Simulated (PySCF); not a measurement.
# Unknown compound

The spectra below were simulated for a compound C₇H₁₂.

¹H NMR (300 MHz, computed): δ 1.95 (m, 2H), 1.45 (m, 4H), 1.06 (m, 4H), 1.03 (m, 2H).

¹³C{¹H} NMR (computed): δ 40.0, 38.7 (2C), 32.1 (4C).

Non-relativistic Hamiltonian, in vacuum, fast rotation and ring inversion assumed for equivalent nuclei, a single conformation. B3LYP/pcJ-1 coupling constants (without the spin–dipole term); geometry from PBE0-D3(BJ)/def2-SVP; shielding tensors at PBE0/pcSseg-1 (GIAO); PySCF 2.14.0 with density-fitted response routines.

Shifts are taken against calculated references (same method and geometry level): TMS for ¹H (σ = 31.27 ppm), ¹³C (σ = 184.41 ppm).

Task: Propose a structure and justify it.

Result: 
Rings plus π bonds: 2 (2 rings in the answer). 3 carbon signals for 7 carbons: some carbons are equivalent by symmetry or fast rotation. Carbon types of the structure: 2 × CH, 5 × CH2, which accounts for all hydrogens. δC 40.0, 32.1: sp3 CH2 in a ring; saturated and bonded to C and H only. δC 38.7: sp3 CH in a ring; a saturated carbon with 3 carbon neighbours and no heteroatom attached. δH 1.95: hydrogen on an sp3 CH in a ring; far from electronegative atoms and π systems. δH 1.45, 1.06, 1.03: hydrogen on an sp3 CH2 in a ring; far from electronegative atoms and π systems.

Structure: `C1C[C@H]2CC[C@@H]1C2`.

The data come from this structure; uniqueness wasn't tested.

Splittings below 1 Hz are ignored in the labels, and close J values are merged. Couplings among chemically equivalent protons are left out too, so labels in AA′BB′ or AA′XX′ sets are apparent multiplicities. Unscaled 3J(H,H) at this level run about 9 % above measured values. Shifts are as computed. Against solution values, carbons near 30 ppm lie about +2 ppm off and those near 130 ppm about +4 ppm. Of 246 compounds with measured shifts, 49 miss one by over three times the rms of a fit or turn the order of signals round; such compounds aren't used in these exercises.
